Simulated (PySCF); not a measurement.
# Dipole response of Ho²⁺ (holmium, charge +2)

[Xe] 4f11, one real determinant. All numbers are calculated (PySCF 2.14, the spin-free X2C one-electron Hamiltonian (Gaussian nucleus), in x2c-TZVPPall with one added diffuse shell each of s, p, d, f type (12s8p8d5f2g, 129 functions)). Coupled (time-dependent) response in atomic units; α is the mean over directions.

```json
{"method": "UHF", "mean α (bohr³)": "6.977", "α xx, yy, zz": "7.018, 7.018, 6.895", "C₆ (like pair)": "37.60", "S(−4)": "34.56"}
```

S(−4) is the Cauchy moment in α(ω) = α(0) + S(−4) ω² + …

Spin-orbit coupling is absent.

α(iu) at UHF:

| u (hartree) | α(iu) (bohr³) |
| --- | --- |
| 0 | 6.977 |
| 0.0500 | 6.896 |
| 0.100 | 6.699 |
| 0.200 | 6.219 |
| 0.300 | 5.779 |
| 0.500 | 5.047 |
| 0.750 | 4.269 |
| 1.00 | 3.599 |
| 1.50 | 2.581 |
| 2.00 | 1.912 |
| 3.00 | 1.165 |
| 5.00 | 0.5829 |

A single London oscillator, α(iu) = α/(1 + u²/ω²), gives C₆ = (3/4) ω α². Matching the computed C₆ needs ω = 4 × 37.60 / (3 × 6.977²) = 1.03 hartree.

For an ion, C₆ is the dispersion term alone; charge-induced terms of lower order in 1/R come first.

The components differ because the open shell of this determinant is not spherical; for a pure term their mean is the scalar polarisability.

⟨L²⟩ = 34.03 against 42 for a pure I term, so this real determinant mixes terms. Spin-orbit coupling, absent here, splits the open shell strongly.
